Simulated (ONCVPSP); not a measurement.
**Which change was made? (S, ONCV)**

ONCVPSP 4.0.1 input, shortened (lines: element, Z, core and valence counts, functional; n l f; lmax; l rc ep ncon nbas qcut; lloc lpopt rc5 dvloc0; l nproj debl; icmod fcfact rcfact), PBE, scalar-relativistic:

```
  S 16.00    1    4        4      upf
    1    0    2.00
    2    0    2.00
    2    1    6.00
    3    0    2.00
    3    1    4.00
    2
    0    0.80    0.00    4    8   17.00
    1    0.90    0.00    4    8   13.70
    2    0.80    0.44    4    7   13.90
    2    5    0.80    0.00
    0    2    2.60
    1    2    1.00
    2    0    2.10
    1    0.45    0.00
```

Cutoffs, loose and tight: the cutoffs (Ha) at which the residual kinetic energy of the hardest occupied pseudo-wave falls to 1 and 0.1 mHa per electron. They do not see the model core or the augmentation charge, which bear on the density cutoff. Test errors are all-electron minus pseudo excitation energies from the reference, over the configurations 2s2 2p6 3s2 3p3; 2s2 2p6 3s2 3p2; 2s2 2p6 3s2 3p1; 2s2 2p5 3s2 3p4; variants that change the core or the reference have their own tests.

The base gives: outcome: generated; cutoff, loose: 88 Ha; cutoff, tight: 180 Ha; bound ghosts: none; GHOST(+) flags above zero: none; largest test error (meV): +1312.

Q: After one change the result is: outcome: generated; cutoff, loose: 74 Ha; cutoff, tight: 85 Ha; bound ghosts: none; GHOST(+) flags above zero: none; largest test error (meV): +2060. Which change was it?
A. all radii but the core radius scaled by about 0.92 (s 0.74, p 0.82, d 0.74 bohr)
B. all radii but the core radius scaled by about 0.77 (s 0.62, p 0.68, d 0.62 bohr)
C. all radii but the core radius scaled by about 1.22 (s 0.98, p 1.10, d 0.98 bohr)

A: C. The others give: all radii but the core radius scaled by about 0.92 (s 0.74, p 0.82, d 0.74 bohr) → outcome: generated; cutoff, loose: 129 Ha; cutoff, tight: 305 Ha; bound ghosts: none; GHOST(+) flags above zero: none; largest test error (meV): +1034 | all radii but the core radius scaled by about 0.77 (s 0.62, p 0.68, d 0.62 bohr) → outcome: generated; cutoff, loose: 425 Ha; cutoff, tight: 511 Ha; bound ghosts: none; GHOST(+) flags above zero: none; largest test error (meV): +615.
